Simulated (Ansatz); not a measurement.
Calculated with Ansatz (gas phase, PBE0-D4/def2-TZVP geometries, no zero-point term in ΔE). CBS: MP2 limit from def2 TZ/QZ plus the TZ coupled-cluster correction, frozen cores. Functionals use def2-TZVPP. B3LYP here is the variant with VWN-RPA as its local correlation; programs differ in this. def2 core potentials past Kr. For Sn outer-core shells are correlated without core-valence functions, which leaves a few kJ/mol of doubt a bond. Each species was taken in one conformer, which may not be the lowest.

Consider the cleavage of the Si–Sn bond: `[SiH3][SnH2][SH]` + `[CH3][Al]([OH])[OH]` → `[CH3][Al]([OH])[O][SiH3]` + `[SH][SnH3]`.

`[SiH3][SnH2][SH]`:

Cartesian coordinates in Å:
```
Si -1.331 -0.718 -0.832
Sn 0.733 0.560 -0.020
S 0.999 -0.058 2.299
H -1.106 -2.177 -0.672
H -1.571 -0.412 -2.267
H -2.515 -0.306 -0.037
H 0.550 2.259 -0.102
H 2.163 0.132 -0.856
H 2.078 0.719 2.486
```

`[CH3][Al]([OH])[OH]`:

Z-matrix (Å, degrees):
```
C
Al 1 1.933
H 1 1.094 2 110.9
H 1 1.092 2 111.7 3 120.6
H 1 1.093 2 111.0 3 -118.5
O 2 1.698 1 118.6 3 63.1
O 2 1.698 1 119.1 3 -116.8
H 6 0.954 2 125.6 1 -179.7
H 7 0.955 2 125.4 1 179.7
```

`[CH3][Al]([OH])[O][SiH3]`:

```xyz
12

C    -1.053    1.883   -0.701
Al   -0.669   -0.012   -0.699
O    -1.490   -1.030   -1.773
O     0.467   -0.680    0.356
Si    1.597   -1.138    1.421
H    -1.733    2.155   -1.511
H    -1.513    2.188    0.243
H    -0.137    2.471   -0.809
H    -1.345   -1.974   -1.815
H     0.964   -1.505    2.717
H     2.342   -2.320    0.907
H     2.569   -0.037    1.664
```

`[SH][SnH3]`:

Cartesian coordinates in Å:
```
S 1.046 -1.214 -0.947
Sn -0.257 0.533 0.071
H 0.817 -2.091 0.044
H 0.400 0.914 1.598
H -1.873 0.013 0.238
H -0.134 1.845 -1.004
```

```json
{"level": "PBE-D4", "ΔE (kJ/mol)": "-59.4", "difference from CCSD(T)/CBS": "18.3"}
{"level": "r2SCAN-D4", "ΔE (kJ/mol)": "-78.4", "difference from CCSD(T)/CBS": "-0.7"}
{"level": "B97M-V", "ΔE (kJ/mol)": "-92.3", "difference from CCSD(T)/CBS": "-14.6"}
{"level": "B3LYP-D4", "ΔE (kJ/mol)": "-81.7", "difference from CCSD(T)/CBS": "-4.0"}
{"level": "CAM-B3LYP-D4", "ΔE (kJ/mol)": "-90.5", "difference from CCSD(T)/CBS": "-12.8"}
{"level": "ωB97X-V", "ΔE (kJ/mol)": "-83.1", "difference from CCSD(T)/CBS": "-5.4"}
{"level": "PBE-QIDH", "ΔE (kJ/mol)": "-79.3", "difference from CCSD(T)/CBS": "-1.6"}
{"level": "revPBE", "ΔE (kJ/mol)": "-59.8", "difference from CCSD(T)/CBS": "17.9"}
{"level": "PBE0", "ΔE (kJ/mol)": "-69.0", "difference from CCSD(T)/CBS": "8.7"}
{"level": "r2SCAN0", "ΔE (kJ/mol)": "-81.4", "difference from CCSD(T)/CBS": "-3.7"}
{"level": "BHLYP", "ΔE (kJ/mol)": "-95.6", "difference from CCSD(T)/CBS": "-17.9"}
{"level": "CCSD(T)/def2-SVP", "ΔE (kJ/mol)": "-83.0", "difference from CCSD(T)/CBS": "-5.3"}
{"level": "MP2/def2-TZVPP", "ΔE (kJ/mol)": "-84.2", "difference from CCSD(T)/CBS": "-6.5"}
{"level": "SCS-MP2/def2-TZVPP", "ΔE (kJ/mol)": "-91.5", "difference from CCSD(T)/CBS": "-13.8"}
{"level": "CCSD(T)/def2-TZVPP", "ΔE (kJ/mol)": "-84.3", "difference from CCSD(T)/CBS": "-6.6"}
{"level": "MP2/CBS(def2)", "ΔE (kJ/mol)": "-77.6", "difference from CCSD(T)/CBS": "0.1"}
{"level": "CCSD(T)/CBS", "ΔE (kJ/mol)": "-77.7", "difference from CCSD(T)/CBS": "0"}
```

Largest T1 diagnostic among the species: 0.013.

From BLYP to BHLYP (50 % exact exchange), in def2-TZVPP and without D4, ΔE moves by −18.4 kJ/mol. At CCSD(T), def2-SVP lies −5.3 kJ/mol from the extrapolated value and def2-TZVPP −6.6 kJ/mol.
